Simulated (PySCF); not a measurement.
## Ionisation energy of Ge by level of theory

Ge [Ar] 3d10 4s2 4p2 (3P) → Ge⁺ [Ar] 3d10 4s2 4p1 (2P), as a difference of total energies. Calculation: PySCF 2.14, in aug-cc-pVDZ-DK; scalar relativity by spin-free X2C-1e. Correlated levels: valence: [Ar] 3d10 frozen. The calculations carry no spin-orbit coupling.

```
           method  ionisation energy (eV)  plus first-order spin-orbit estimate  error of that sum (eV)
              UHF                   7.413                                 7.385                  -0.514
              LDA                   8.020                                 7.992                  +0.093
              PBE                   7.903                                 7.875                  -0.024
             PBE0                   7.933                                 7.904                  +0.005
           r2SCAN                   8.064                                 8.035                  +0.136
        BHandHLYP                   7.766                                 7.737                  -0.162
            M06-L                   7.645                                 7.617                  -0.282
          r2SCANh                   8.062                                 8.033                  +0.134
            TPSSh                   7.915                                 7.886                  -0.013
    MP2 (valence)                   7.679                                 7.651                  -0.248
SCS-MP2 (valence)                   7.609                                 7.581                  -0.318
```

Reference: 7.899 eV (measured; NIST Atomic Spectra Database, ionization energies).

A first-order spin-orbit estimate (lowest level to lowest level, LS coupling) adds -0.028 eV.

Errors of the correlated levels include the incompleteness of this basis and the frozen core.
